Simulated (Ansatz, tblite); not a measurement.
Removing and adding an electron: Mg₆S₅F₂. Total charge 0; singlet. Geometry: PBE-D4/def2-SVP. Ansatz, gas phase; energy differences of separate SCF runs; the oxidised species was run as a doublet alone; the reduced species was run as a doublet alone.

Cartesian coordinates in Å:
```
Mg -1.194 -0.459 2.313
S 0.172 1.666 1.935
S 0.267 -2.359 1.876
Mg 1.544 -0.429 1.099
Mg 1.376 2.244 -0.242
S 2.904 0.413 -0.745
S -2.917 -0.545 0.593
Mg -1.003 -1.955 -0.278
Mg -1.456 1.282 -0.108
S -0.281 2.228 -2.029
Mg 0.796 -0.063 -2.066
F -0.184 -1.800 -2.089
F -0.023 -0.223 -0.260
```

The xTB rows come from tblite.

Problem. Estimate orbital energies and vertical ionisation energies and electron affinities at: GFN1-xTB; GFN2-xTB; PBE-D4/def2-SVP; PBE0-D4/def2-SVP.

Solution. 
```csv
level,−HOMO (eV),vertical IE (eV),−LUMO (eV),vertical EA (eV),HOMO–LUMO gap (eV),IE − EA (eV),remarks
GFN1-xTB,10.18,12.58,8.37,6.11,1.80,6.47,–
GFN2-xTB,10.53,12.49,8.79,6.82,1.75,5.67,–
PBE-D4/def2-SVP,5.90,–,2.98,1.52,2.92,–,HOMO above zero (-1 doublet)
PBE0-D4/def2-SVP,7.01,8.48,2.32,1.31,4.69,7.17,–
```

Run but left out: PBE-D4/def2-SVP (charge +1 doublet: an occupied level 0.09 eV above an empty one).   A HOMO above zero means that the electron is unbound at that level or that self-interaction error raises the level; the energy of removing that electron tells which. Raw xTB energy differences between charge states are shifted by several eV; the methods need an empirical correction for them. Sets without diffuse functions give affinities that are too small.
